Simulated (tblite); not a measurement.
Species: C5H8O2Se.
Numbering: `[CH2:1]=[C:2]1[Se:3][CH2:4][O:5][C@H:6]1[CH2:7][OH:8]` (hydrogens: H9, H10 on C1; H11, H12 on C4; H13 on C6; H14, H15 on C7; H16 on O8)

Computed with GFN2-xTB (tblite), gas phase: L-BFGS steps from a force-field or distance-geometry start until the largest atomic force falls under 0.01 eV/Å.

Step 16: E = -708.6491 eV
```
atom  x, y, z in Å  |  force x, y, z in eV/Å
C1     -0.9936    1.9249   -0.3956   -0.017  -0.054   0.052
C2     -0.8280    0.6101   -0.4033    0.071   0.068   0.086
Se3    -1.7703   -0.6170   -1.4983   -0.044  -0.076  -0.007
C4     -1.2466   -1.9005   -0.0575   -0.048   0.021   0.016
O5      0.0278   -1.5335    0.2935   -0.100   0.014   0.036
C6      0.1159   -0.1441    0.5208    0.003  -0.002  -0.022
C7      1.5755    0.2512    0.2748   -0.002  -0.013  -0.002
O8      1.8850   -0.0219   -1.0673   -0.016   0.065   0.036
H9     -1.6942    2.4141   -1.0500    0.045  -0.046  -0.047
H10    -0.4424    2.5583    0.2805    0.030  -0.019  -0.027
H11    -1.2411   -2.9335   -0.4065   -0.007   0.074  -0.022
H12    -1.9803   -1.7581    0.7553    0.075  -0.076  -0.043
H13    -0.1535    0.0779    1.5702    0.011   0.048  -0.071
H14     1.7084    1.3202    0.4928   -0.014  -0.021   0.082
H15     2.2003   -0.3459    0.9525    0.023   0.039   0.005
H16     2.8296    0.1067   -1.1961   -0.009  -0.022  -0.070
```

Step 17: E = -708.6512 eV
```
atom  x, y, z in Å  |  force x, y, z in eV/Å
C1     -0.9916    1.9261   -0.3968   -0.008  -0.063   0.045
C2     -0.8288    0.6111   -0.4004    0.060   0.028   0.041
Se3    -1.7696   -0.6215   -1.4938   -0.065   0.004  -0.058
C4     -1.2462   -1.9001   -0.0592   -0.005   0.003   0.051
O5      0.0277   -1.5328    0.2935   -0.046   0.034   0.052
C6      0.1147   -0.1438    0.5229   -0.012   0.025  -0.019
C7      1.5738    0.2529    0.2766   -0.023  -0.012   0.006
O8      1.8752   -0.0131   -1.0685   -0.005   0.058   0.038
H9     -1.6890    2.4145   -1.0560    0.055  -0.043  -0.022
H10    -0.4356    2.5563    0.2788    0.009  -0.004  -0.041
H11    -1.2350   -2.9315   -0.4093   -0.027   0.032  -0.028
H12    -1.9754   -1.7614    0.7562    0.028  -0.082  -0.018
H13    -0.1591    0.0788    1.5704    0.026   0.036  -0.044
H14     1.7110    1.3210    0.4992   -0.025  -0.038   0.084
H15     2.1990   -0.3494    0.9492    0.027   0.041  -0.002
H16     2.8212    0.1017   -1.1971    0.011  -0.020  -0.086
```

Step 18: E = -708.6529 eV
```
atom  x, y, z in Å  |  force x, y, z in eV/Å
C1     -0.9905    1.9263   -0.3969    0.001  -0.046   0.027
C2     -0.8284    0.6119   -0.3977    0.021  -0.023  -0.021
Se3    -1.7704   -0.6247   -1.4914   -0.061   0.069  -0.066
C4     -1.2459   -1.8997   -0.0600    0.026  -0.010   0.049
O5      0.0268   -1.5317    0.2946    0.009   0.031   0.054
C6      0.1136   -0.1431    0.5243   -0.014   0.032  -0.007
C7      1.5723    0.2540    0.2781   -0.020  -0.004   0.014
O8      1.8681   -0.0056   -1.0689    0.012   0.050   0.020
H9     -1.6840    2.4140   -1.0608    0.054  -0.039  -0.005
H10    -0.4304    2.5548    0.2768   -0.002   0.012  -0.039
H11    -1.2310   -2.9293   -0.4118   -0.034  -0.007  -0.036
H12    -1.9714   -1.7655    0.7567   -0.030  -0.075   0.019
H13    -0.1626    0.0802    1.5699    0.031   0.033  -0.007
H14     1.7124    1.3209    0.5057   -0.033  -0.038   0.082
H15     2.1986   -0.3513    0.9467    0.028   0.031  -0.003
H16     2.8151    0.0976   -1.1994    0.010  -0.017  -0.083
```

Step 19: E = -708.6547 eV
```
atom  x, y, z in Å  |  force x, y, z in eV/Å
C1     -0.9888    1.9259   -0.3967    0.013  -0.015   0.000
C2     -0.8279    0.6123   -0.3954   -0.025  -0.070  -0.084
Se3    -1.7724   -0.6268   -1.4899   -0.041   0.112  -0.041
C4     -1.2446   -1.8997   -0.0598    0.040  -0.019   0.026
O5      0.0263   -1.5298    0.2967    0.053   0.012   0.046
C6      0.1120   -0.1417    0.5259   -0.006   0.021   0.011
C7      1.5701    0.2554    0.2802    0.000   0.008   0.018
O8      1.8596    0.0042   -1.0692    0.032   0.041  -0.008
H9     -1.6770    2.4132   -1.0663    0.042  -0.031   0.006
H10    -0.4244    2.5536    0.2735   -0.008   0.027  -0.029
H11    -1.2266   -2.9274   -0.4150   -0.032  -0.037  -0.039
H12    -1.9672   -1.7717    0.7577   -0.085  -0.062   0.052
H13    -0.1664    0.0822    1.5695    0.030   0.035   0.036
H14     1.7133    1.3200    0.5149   -0.038  -0.024   0.076
H15     2.1982   -0.3532    0.9435    0.026   0.015  -0.002
H16     2.8080    0.0924   -1.2037   -0.003  -0.012  -0.069
```

Q: Estimate the geometry and energy of step 20. (The exact step hangs on the optimiser's Hessian estimate; all steps are aligned on step 19, rigid shifts and turns removed.)

A: E = -708.6570 eV, largest force 0.167 eV/Å
```
atom  x, y, z in Å  |  force x, y, z in eV/Å
C1     -0.9860    1.9251   -0.3969    0.028   0.021  -0.036
C2     -0.8280    0.6121   -0.3937   -0.058  -0.094  -0.125
Se3    -1.7756   -0.6274   -1.4887   -0.011   0.121   0.011
C4     -1.2417   -1.9006   -0.0587    0.031  -0.028  -0.006
O5      0.0269   -1.5270    0.3000    0.070  -0.021   0.030
C6      0.1095   -0.1394    0.5285    0.009  -0.004   0.029
C7      1.5669    0.2575    0.2833    0.029   0.020   0.013
O8      1.8480    0.0187   -1.0697    0.055   0.034  -0.035
H9     -1.6663    2.4122   -1.0738    0.020  -0.016   0.012
H10    -0.4161    2.5526    0.2682   -0.015   0.037  -0.014
H11    -1.2205   -2.9259   -0.4198   -0.023  -0.051  -0.035
H12    -1.9628   -1.7812    0.7597   -0.120  -0.046   0.064
H13    -0.1714    0.0851    1.5701    0.027   0.038   0.075
H14     1.7139    1.3186    0.5292   -0.038   0.000   0.064
H15     2.1979   -0.3560    0.9389    0.019  -0.007  -0.004
H16     2.7976    0.0846   -1.2109   -0.023  -0.005  -0.042
```

The energy changes by -0.0023 eV. The first-order estimate −F·Δx gives -0.0031 eV and the mean of the old and new forces, exact on a quadratic surface, -0.0023 eV. The step makes an angle of 73° with the force vector and moves no atom by more than 0.019 Å.

What follows is the cost of the whole relaxation. On an Intel Xeon at 2.50 GHz with one thread, shared host with 64 logical CPUs at a one-minute load of 51, this took 2.2 s wall, 2.0 s CPU.
